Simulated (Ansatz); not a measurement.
Relaxation of BClFH₄N (8 atoms, charge 0, multiplicity 1), to a largest force component of 0.03 eV/Å in at most 50 steps.

All numbers below come from Ansatz 0.2.0, RKS PBE0/6-31G*.

```xyz
8
Properties=species:S:1:pos:R:3
B 0.074 -0.123 -0.129
F 0.045 -0.521 1.149
N 1.281 -0.184 -0.824
H 2.148 -0.484 -0.402
H 1.368 0.114 -1.783
H -0.933 0.256 -0.656
Cl 0.070 2.607 1.274
H 0.009 1.450 1.923
```

**Question.** Where does it end, and by what steps?

**Answer.** The run converged. After 11 steps the energy has fallen by 0.165 eV; Cl7 moved furthest, 1.17 Å.

```json
{"step": "0", "energy less start (eV)": "0.0000", "largest force component (eV/Å)": "1.021", "accepted": "yes"}
{"step": "1", "energy less start (eV)": "-0.0589", "largest force component (eV/Å)": "0.950", "accepted": "yes"}
{"step": "2", "energy less start (eV)": "-0.0833", "largest force component (eV/Å)": "0.522", "accepted": "yes"}
{"step": "3", "energy less start (eV)": "-0.1194", "largest force component (eV/Å)": "0.531", "accepted": "yes"}
{"step": "4", "energy less start (eV)": "-0.1270", "largest force component (eV/Å)": "0.384", "accepted": "yes"}
{"step": "5", "energy less start (eV)": "-0.1361", "largest force component (eV/Å)": "0.603", "accepted": "yes"}
{"step": "6", "energy less start (eV)": "-0.1531", "largest force component (eV/Å)": "0.235", "accepted": "yes"}
{"step": "7", "energy less start (eV)": "-0.1593", "largest force component (eV/Å)": "0.273", "accepted": "yes"}
{"step": "8", "energy less start (eV)": "-0.1626", "largest force component (eV/Å)": "0.139", "accepted": "yes"}
{"step": "9", "energy less start (eV)": "-0.1636", "largest force component (eV/Å)": "0.140", "accepted": "yes"}
{"step": "10", "energy less start (eV)": "-0.1647", "largest force component (eV/Å)": "0.082", "accepted": "yes"}
{"step": "11", "energy less start (eV)": "-0.1650", "largest force component (eV/Å)": "0.020", "accepted": "yes"}
```

```xyz
8
Properties=species:S:1:pos:R:3
B 0.055 -0.199 -0.365
F -0.011 0.034 0.968
N 1.302 -0.321 -0.963
H 2.170 -0.241 -0.453
H 1.412 -0.492 -1.950
H -0.966 -0.289 -0.979
Cl 0.104 2.897 2.412
H -0.005 1.725 1.882
```

Whether the end is a true minimum wasn't checked by a vibrational analysis.

Time of the run: 19 s on 1 thread of Intel(R) Xeon(R) 6975P-C (Granite Rapids) (shared host), peak memory 0.18 GiB.
